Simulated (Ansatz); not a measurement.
Ansatz (a program for electronic structure) input file for C2H5FOSi2, SMILES O=C1C[SiH2][Si@@H]1F, PBE-D3(BJ)/def2-SVP. 

Ansatz 0.2 input:
```yaml
crystal:
  periodic: [false, false, false]
  atoms:
    - {symbol: O, position_ang: [-1.74551739, 1.66676526, -0.23773092]}
    - {symbol: C, position_ang: [-0.89261328, 0.82133304, -0.32203043]}
    - {symbol: C, position_ang: [0.12883585, 0.67337315, -1.46622842]}
    - {symbol: Si, position_ang: [1.63555629, 0.00436720, -0.46035513]}
    - {symbol: Si, position_ang: [-0.15167564, -0.43968146, 1.01166867]}
    - {symbol: F, position_ang: [-0.76917868, -1.94802606, 0.86683414]}
    - {symbol: H, position_ang: [-0.20871962, -0.17118351, -2.09902754]}
    - {symbol: H, position_ang: [0.20733852, 1.57220954, -2.09685857]}
    - {symbol: H, position_ang: [2.56178842, 1.08328761, -0.01664433]}
    - {symbol: H, position_ang: [2.37561244, -1.10152643, -1.12371234]}
    - {symbol: H, position_ang: [-0.24093724, -0.05851196, 2.44774646]}
basis:
  gaussian:
    orbitals: def2-SVP
hamiltonian:
  xc: pbe
  dispersion: d3bj
relax: {f_tol: 0.002, max_steps: 200}
```

Log of the run:

```
WARN ansatz: RAYON_NUM_THREADS=2 ignored (pool sized by the plan → 2); use --threads N
Functional definition: PBE
integrals: 0.06 GiB planned
1289 factors; their error is unknown
mean field: 0.35 GiB planned
mean field evaluation 1: about -22640.3897 eV, gradient 6.3e1 eV
mean field evaluation 2: about -22578.5342 eV, gradient 1.5e2 eV
mean field evaluation 4: about -22648.9416 eV, gradient 1.1e1 eV
mean field evaluation 8: about -22649.2838 eV, gradient 2.1e-1 eV
mean field evaluation 16: about -22649.1846 eV, gradient 1.7e-3 eV
mean field -22649.18463267 eV, -832.3421830819 hartree, gradient 4.5e-5 eV, S^2 0.000000; 0 other end points of the search recorded, 0 dependent functions left out
the calculation of the forces begins
reference -22649.18466722 eV, -832.3421843516 hartree; 31, 31 occupied and 86, 86 virtual orbitals, 1289 factors
relax step   1: F+E_penalty+E_count = -22649.46899032 eV  Δ(F+E_penalty+E_count) = +0.000e0 eV  max|allowed force component| = 5.693e-1 eV/Å  Δτ_max = 0.0000 Å  (30 SCF iters, accepted)
these checks for a lower state are left out or cut short: starts, cluster_reference, orbital_swaps, neighbouring_geometries, increment
integrals: 0.06 GiB planned
1289 factors; their error is unknown
mean field: 0.35 GiB planned
mean field -22649.20016537 eV, -832.3427538979 hartree, gradient 2.6e-5 eV, S^2 0.000000; 0 other end points of the search recorded, 0 dependent functions left out
the calculation of the forces begins
reference -22649.20019997 eV, -832.3427551695 hartree; 31, 31 occupied and 86, 86 virtual orbitals, 1289 factors
relax step   2: F+E_penalty+E_count = -22649.48364322 eV  Δ(F+E_penalty+E_count) = -1.465e-2 eV  max|allowed force component| = 2.087e-1 eV/Å  Δτ_max = 0.0176 Å  (32 SCF iters, accepted)
these checks for a lower state are left out or cut short: starts, cluster_reference, orbital_swaps, neighbouring_geometries, increment
integrals: 0.06 GiB planned
1289 factors; their error is unknown
mean field: 0.35 GiB planned
mean field evaluation 32: about -22649.2026 eV, gradient 1.4e-3 eV
mean field -22649.20258551 eV, -832.3428428367 hartree, gradient 2.5e-5 eV, S^2 0.000000; 0 other end points of the search recorded, 0 dependent functions left out
the calculation of the forces begins
reference -22649.20262015 eV, -832.3428441095 hartree; 31, 31 occupied and 86, 86 virtual orbitals, 1289 factors
relax step   3: F+E_penalty+E_count = -22649.48567927 eV  Δ(F+E_penalty+E_count) = -2.036e-3 eV  max|allowed force component| = 8.200e-2 eV/Å  Δτ_max = 0.0158 Å  (31 SCF iters, accepted)
these checks for a lower state are left out or cut short: starts, cluster_reference, orbital_swaps, neighbouring_geometries, increment
integrals: 0.06 GiB planned
1289 factors; their error is unknown
mean field: 0.35 GiB planned
mean field -22649.20298340 eV, -832.3428574586 hartree, gradient 2.6e-5 eV, S^2 0.000000; 0 other end points of the search recorded, 0 dependent functions left out
the calculation of the forces begins
reference -22649.20301803 eV, -832.3428587313 hartree; 31, 31 occupied and 86, 86 virtual orbitals, 1289 factors
relax step   4: F+E_penalty+E_count = -22649.48605584 eV  Δ(F+E_penalty+E_count) = -3.766e-4 eV  max|allowed force component| = 4.657e-2 eV/Å  Δτ_max = 0.0111 Å  (32 SCF iters, accepted)
these checks for a lower state are left out or cut short: starts, cluster_reference, orbital_swaps, neighbouring_geometries, increment
integrals: 0.06 GiB planned
1289 factors; their error is unknown
mean field: 0.35 GiB planned
mean field -22649.20312386 eV, -832.3428626207 hartree, gradient 2.6e-5 eV, S^2 0.000000; 0 other end points of the search recorded, 0 dependent functions left out
the calculation of the forces begins
reference -22649.20315849 eV, -832.3428638930 hartree; 31, 31 occupied and 86, 86 virtual orbitals, 1289 factors
relax step   5: F+E_penalty+E_count = -22649.48627851 eV  Δ(F+E_penalty+E_count) = -2.227e-4 eV  max|allowed force component| = 2.988e-2 eV/Å  Δτ_max = 0.0070 Å  (32 SCF iters, accepted)
these checks for a lower state are left out or cut short: starts, cluster_reference, orbital_swaps, neighbouring_geometries, increment
integrals: 0.06 GiB planned
1289 factors; their error is unknown
mean field: 0.35 GiB planned
mean field -22649.20324440 eV, -832.3428670503 hartree, gradient 2.4e-5 eV, S^2 0.000000; 0 other end points of the search recorded, 0 dependent functions left out
the calculation of the forces begins
reference -22649.20327898 eV, -832.3428683212 hartree; 31, 31 occupied and 86, 86 virtual orbitals, 1289 factors
relax step   6: F+E_penalty+E_count = -22649.48668976 eV  Δ(F+E_penalty+E_count) = -4.112e-4 eV  max|allowed force component| = 2.050e-2 eV/Å  Δτ_max = 0.0302 Å  (31 SCF iters, accepted)
these checks for a lower state are left out or cut short: starts, cluster_reference, orbital_swaps, neighbouring_geometries, increment
integrals: 0.06 GiB planned
1289 factors; their error is unknown
mean field: 0.35 GiB planned
mean field -22649.20321623 eV, -832.3428660152 hartree, gradient 2.6e-5 eV, S^2 0.000000; 0 other end points of the search recorded, 0 dependent functions left out
the calculation of the forces begins
reference -22649.20325081 eV, -832.3428672858 hartree; 31, 31 occupied and 86, 86 virtual orbitals, 1289 factors
relax step   7: F+E_penalty+E_count = -22649.48677207 eV  Δ(F+E_penalty+E_count) = -8.231e-5 eV  max|allowed force component| = 2.336e-2 eV/Å  Δτ_max = 0.0145 Å  (31 SCF iters, accepted)
these checks for a lower state are left out or cut short: starts, cluster_reference, orbital_swaps, neighbouring_geometries, increment
integrals: 0.06 GiB planned
1289 factors; their error is unknown
mean field: 0.35 GiB planned
mean field evaluation 64: about -22649.3010 eV, gradient 3.4e-3 eV
mean field -22649.20315597 eV, -832.3428638008 hartree, gradient 2.6e-5 eV, S^2 0.000000; 0 other end points of the search recorded, 0 dependent functions left out
the calculation of the forces begins
reference -22649.20319055 eV, -832.3428650712 hartree; 31, 31 occupied and 86, 86 virtual orbitals, 1289 factors
relax step   8: F+E_penalty+E_count = -22649.48682474 eV  Δ(F+E_penalty+E_count) = -5.267e-5 eV  max|allowed force component| = 8.435e-3 eV/Å  Δτ_max = 0.0174 Å  (32 SCF iters, accepted)
these checks for a lower state are left out or cut short: starts, cluster_reference, orbital_swaps, neighbouring_geometries, increment
integrals: 0.06 GiB planned
1289 factors; their error is unknown
mean field: 0.35 GiB planned
mean field -22649.20315071 eV, -832.3428636073 hartree, gradient 9.4e-6 eV, S^2 0.000000; 0 other end points of the search recorded, 0 dependent functions left out
the calculation of the forces begins
reference -22649.20318528 eV, -832.3428648778 hartree; 31, 31 occupied and 86, 86 virtual orbitals, 1289 factors
relax step   9: F+E_penalty+E_count = -22649.48683866 eV  Δ(F+E_penalty+E_count) = -1.392e-5 eV  max|allowed force component| = 7.215e-3 eV/Å  Δτ_max = 0.0035 Å  (26 SCF iters, accepted)
these checks for a lower state are left out or cut short: starts, cluster_reference, orbital_swaps, neighbouring_geometries, increment
integrals: 0.06 GiB planned
1289 factors; their error is unknown
mean field: 0.35 GiB planned
mean field -22649.20317464 eV, -832.3428644867 hartree, gradient 1.2e-5 eV, S^2 0.000000; 0 other end points of the search recorded, 0 dependent functions left out
the calculation of the forces begins
reference -22649.20320921 eV, -832.3428657572 hartree; 31, 31 occupied and 86, 86 virtual orbitals, 1289 factors
relax step  10: F+E_penalty+E_count = -22649.48684570 eV  Δ(F+E_penalty+E_count) = -7.035e-6 eV  max|allowed force component| = 4.241e-3 eV/Å  Δτ_max = 0.0018 Å  (24 SCF iters, accepted)
these checks for a lower state are left out or cut short: starts, cluster_reference, orbital_swaps, neighbouring_geometries, increment
integrals: 0.06 GiB planned
1289 factors; their error is unknown
mean field: 0.35 GiB planned
mean field -22649.20317703 eV, -832.3428645745 hartree, gradient 2.7e-5 eV, S^2 0.000000; 0 other end points of the search recorded, 0 dependent functions left out
the calculation of the forces begins
reference -22649.20321160 eV, -832.3428658451 hartree; 31, 31 occupied and 86, 86 virtual orbitals, 1289 factors
relax step  11: F+E_penalty+E_count = -22649.48684591 eV  Δ(F+E_penalty+E_count) = -2.147e-7 eV  max|allowed force component| = 2.611e-3 eV/Å  Δτ_max = 0.0010 Å  (24 SCF iters, accepted)
these checks for a lower state are left out or cut short: starts, cluster_reference, orbital_swaps, neighbouring_geometries, increment
integrals: 0.06 GiB planned
1289 factors; their error is unknown
mean field: 0.35 GiB planned
mean field -22649.20317337 eV, -832.3428644399 hartree, gradient 5.5e-5 eV, S^2 0.000000; 0 other end points of the search recorded, 0 dependent functions left out
the calculation of the forces begins
reference -22649.20320794 eV, -832.3428657105 hartree; 31, 31 occupied and 86, 86 virtual orbitals, 1289 factors
relax step  12: F+E_penalty+E_count = -22649.48684756 eV  Δ(F+E_penalty+E_count) = -1.650e-6 eV  max|allowed force component| = 5.936e-4 eV/Å  Δτ_max = 0.0007 Å  (20 SCF iters, accepted)
integrals: 0.06 GiB planned
1289 factors; their error is unknown
mean field: 0.35 GiB planned
mean field evaluation 96: about -22643.1798 eV, gradient 5.1e1 eV
mean field -22649.20317337 eV, -832.3428644399 hartree, gradient 5.5e-5 eV, S^2 0.000000; 1 other end points of the search recorded, 0 dependent functions left out
the calculation of the forces begins
reference -22649.20320794 eV, -832.3428657105 hartree; 31, 31 occupied and 86, 86 virtual orbitals, 1289 factors
Total energy: -22649.48688213 eV, -832.3532905448 hartree
Atom 0 at    -1.687064     1.749518    -0.207107 Å, force     0.000188    -0.000372    -0.000160 eV/Å
Atom 1 at    -0.882899     0.848886    -0.322989 Å, force    -0.000181     0.000594    -0.000037 eV/Å
Atom 2 at     0.117283     0.661407    -1.475255 Å, force    -0.000234    -0.000205    -0.000016 eV/Å
Atom 3 at     1.631920     0.014896    -0.452833 Å, force     0.000171     0.000020    -0.000072 eV/Å
Atom 4 at    -0.164489    -0.452399     1.007621 Å, force     0.000459     0.000414     0.000303 eV/Å
Atom 5 at    -0.772351    -1.976073     0.837321 Å, force    -0.000222    -0.000290    -0.000162 eV/Å
Atom 6 at    -0.218459    -0.225077    -2.064556 Å, force     0.000050     0.000129     0.000018 eV/Å
Atom 7 at     0.190069     1.535782    -2.152925 Å, force    -0.000011    -0.000019    -0.000021 eV/Å
Atom 8 at     2.539819     1.126270    -0.006493 Å, force    -0.000128     0.000045     0.000000 eV/Å
Atom 9 at     2.400671    -1.084304    -1.125149 Å, force    -0.000103    -0.000088     0.000153 eV/Å
Atom 10 at    -0.254011    -0.096500     2.466027 Å, force     0.000009    -0.000228    -0.000006 eV/Å
Dipole moment:     0.413201    -0.087865    -0.116728 e Å
```

Self-consistency was reached.
